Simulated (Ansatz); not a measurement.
CH3BeF (SMILES [CH3][Be][F]) moved off its minimum; all values from Ansatz (an electronic-structure program), cores frozen in correlated methods.
(charge 0, multiplicity 1)
```xyz
6

Be     0.01360     0.12563    -0.10548
F     -0.33098     1.15540    -1.01211
C      0.42188    -1.08686     0.95757
H      0.44793    -2.10119     0.46312
H     -0.51511    -1.19299     1.75360
H      1.26492    -0.82067     1.42885
```

```json
[
 {"level": "HF/def2-TZVPP", "largest force (eV/Å)": "6.36", "on atom": "C3", "rms difference from CCSD(T)/aug-cc-pVTZ (eV/Å)": "0.237", "dipole (D)": "1.52"},
 {"level": "PBE/def2-TZVPP", "largest force (eV/Å)": "6.12", "on atom": "C3", "rms difference from CCSD(T)/aug-cc-pVTZ (eV/Å)": "0.146", "dipole (D)": "1.36"},
 {"level": "r2SCAN/def2-TZVPP", "largest force (eV/Å)": "6.14", "on atom": "C3", "rms difference from CCSD(T)/aug-cc-pVTZ (eV/Å)": "0.081", "dipole (D)": "1.39"},
 {"level": "B3LYP/def2-TZVPP", "largest force (eV/Å)": "6.08", "on atom": "C3", "rms difference from CCSD(T)/aug-cc-pVTZ (eV/Å)": "0.073", "dipole (D)": "1.39"},
 {"level": "wB97M-V/def2-TZVPP", "largest force (eV/Å)": "6.15", "on atom": "C3", "rms difference from CCSD(T)/aug-cc-pVTZ (eV/Å)": "0.083", "dipole (D)": "1.37"},
 {"level": "MP2/aug-cc-pVTZ", "largest force (eV/Å)": "6.27", "on atom": "C3", "rms difference from CCSD(T)/aug-cc-pVTZ (eV/Å)": "0.084", "dipole (D)": "1.37"},
 {"level": "CCSD(T)/aug-cc-pVTZ", "largest force (eV/Å)": "6.16", "on atom": "C3", "rms difference from CCSD(T)/aug-cc-pVTZ (eV/Å)": "0.000", "dipole (D)": "1.38"}
]
```

The differences count from one level among others, with limits of its own. Forces at CCSD(T)/aug-cc-pVTZ (eV/Å):

```tsv
atom	Fx	Fy	Fz
Be1	-0.526	1.018	-1.102
F2	0.251	-0.702	0.654
C3	-5.758	-2.119	-0.499
H4	0.355	0.984	0.547
H5	2.421	0.367	-1.709
H6	3.256	0.452	2.108
```
